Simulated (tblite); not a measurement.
C6H16BP.
Structure used (GFN2-xTB), in Å, numbered top down from 1:
```xyz
24
C6H16BP angstrom
C     -2.4686    1.1611    0.7771
B     -1.6161    0.0147    0.1028
C     -2.1099   -1.4818    0.2067
P     -0.1678    0.4661   -1.0150
C      0.4975    2.0352   -0.2761
C      1.1551   -0.7948   -0.5612
C      1.5203   -0.8101    0.9196
C      2.3963   -0.6001   -1.4260
H     -3.3817    0.8069    1.2515
H     -2.7503    1.9166    0.0432
H     -1.8904    1.6878    1.5374
H     -3.1751   -1.5638   -0.0084
H     -1.9857   -1.8505    1.2258
H     -1.5861   -2.1734   -0.4501
H      0.6521    1.9553    0.7976
H     -0.2223    2.8261   -0.4749
H      1.4339    2.2983   -0.7633
H      0.7065   -1.7606   -0.8227
H      0.6335   -0.9329    1.5388
H      2.0204    0.1132    1.2039
H      2.2020   -1.6355    1.1237
H      2.8770    0.3501   -1.2035
H      2.1316   -0.6121   -2.4808
H      3.1159   -1.3962   -1.2385
```

Level: GFN2-xTB in tblite, geometry and Hessian alike; calculated harmonic values, unscaled, isolated species. Errors from tens to a few hundred cm⁻¹ against measured bands are possible. One conformer, not necessarily the lowest. The optimisation stopped once no atom felt more than 0.01 eV/Å.

Lowest wavenumbers of the output (negative numbers stand for imaginary wavenumbers):
```
mode    cm-1
  1     -27.7
  2      52.4
  3      66.1
  4      93.3
  5     116.9
  6     151.4
  7     171.6
  8     201.7
  9     221.7
 10     248.7
 11     254.6
 12     267.6
 13     295.7
 14     333.0
 15     367.2
```

Task: Is this structure a minimum?

Result: Not by this Hessian. 1 mode is imaginary beyond 20i (28i cm⁻¹), so at this level the point lies at or near a first-order saddle. The curvature is small, so loose convergence or finite differences may be the whole cause.

Task: Which atoms move in the imaginary mode?

Result: 28i: H13 (methyl hydrogen) 27 %, H14 (methyl hydrogen) 22 %, H12 (methyl hydrogen) 15 %. These are shares of the mass-weighted motion.

Task: What is the remedy?

Result: Step along that mode in both directions, optimise again with tighter thresholds and repeat the frequencies. The zero-point energy of this point (130.1 kcal/mol) counts the 65 real modes alone, and thermal corrections from it aren't those of a minimum.
